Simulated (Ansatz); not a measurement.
Ansatz (a program for electronic structure) input (CCSD(T)/aug-cc-pV(T+d)Z):
A basis named .json is the Basis Set Exchange file of that set.

Ansatz 0.2 input:
```yaml
crystal:
  periodic: [false, false, false]
  atoms:
    - {symbol: Si, position_ang: [0.00085500, 0.00089864, 0.01453076]}
    - {symbol: O, position_ang: [-0.37083207, -1.17348358, 1.12062042]}
    - {symbol: N, position_ang: [-1.19724144, 1.09410790, -0.52575337]}
    - {symbol: N, position_ang: [1.11606000, 0.94440315, 0.90165746]}
    - {symbol: N, position_ang: [0.42587977, -0.84955714, -1.42336381]}
    - {symbol: H, position_ang: [-0.87876219, -1.91391439, 0.78146027]}
    - {symbol: H, position_ang: [-1.53261796, 1.82119570, 0.08450152]}
    - {symbol: H, position_ang: [-1.88763499, 0.82092431, -1.20551352]}
    - {symbol: H, position_ang: [1.54479707, 1.76669086, 0.51267094]}
    - {symbol: H, position_ang: [1.66774935, 0.53270036, 1.63554164]}
    - {symbol: H, position_ang: [1.04916628, -1.64010870, -1.36817495]}
    - {symbol: H, position_ang: [0.57910052, -0.33487803, -2.27666166]}
basis:
  gaussian:
    orbitals: aug-cc-pV_T+d_Z.json
magnetization: {spin_polarized: false}
correlation: {method: ccsd_t, electrons: outside_noble_gas}
```

Output:

```
Functional definition: HF
integrals: 6.47 GiB planned
2282 factors; integrals over basis functions are off by at most 8.3e-4 eV
3.15 GiB of device memory are held for the factors and their scratch space
mean field: 3.02 GiB planned
mean field evaluation 1: about -14455.7276 eV, gradient 6.3e1 eV
mean field evaluation 2: about -14455.8589 eV, gradient 6.4e1 eV
mean field evaluation 4: about -14463.2584 eV, gradient 3.7e0 eV
mean field evaluation 8: about -14463.3169 eV, gradient 3.0e-1 eV
mean field evaluation 16: about -14461.0477 eV, gradient 3.4e1 eV
mean field -14463.31721359 eV, -531.5171040109 hartree, gradient 3.7e-6 eV, S^2 0.000000; 0 other end points of the search recorded, 0 dependent functions left out
9 core orbitals not correlated
reference -14463.31721359 eV, -531.5171040109 hartree; 16, 16 occupied and 375, 375 virtual orbitals, 2282 factors
second order -28.03591610 eV of doubles, -0.00000000 eV of singles
coupled cluster: 42.15 GiB planned
cycle   1  -28.07606333 eV  change   -4.0e-2 eV  update   9.7e-2
cycle   2  -28.62956377 eV  change   -5.5e-1 eV  update   2.7e-2
cycle   3  -28.75120040 eV  change   -1.2e-1 eV  update   1.3e-2
cycle   4  -28.73777025 eV  change    1.3e-2 eV  update   2.9e-3
cycle   5  -28.73686972 eV  change    9.0e-4 eV  update   1.3e-3
cycle   6  -28.73744137 eV  change   -5.7e-4 eV  update   3.8e-4
cycle   7  -28.73721557 eV  change    2.3e-4 eV  update   1.5e-4
cycle   8  -28.73712776 eV  change    8.8e-5 eV  update   4.7e-5
cycle   9  -28.73713166 eV  change   -3.9e-6 eV  update   1.9e-5
perturbative correction -1.12351668 eV, -0.0412884766 hartree
Total energy: -14493.17786194 eV, -532.6144625974 hartree
```
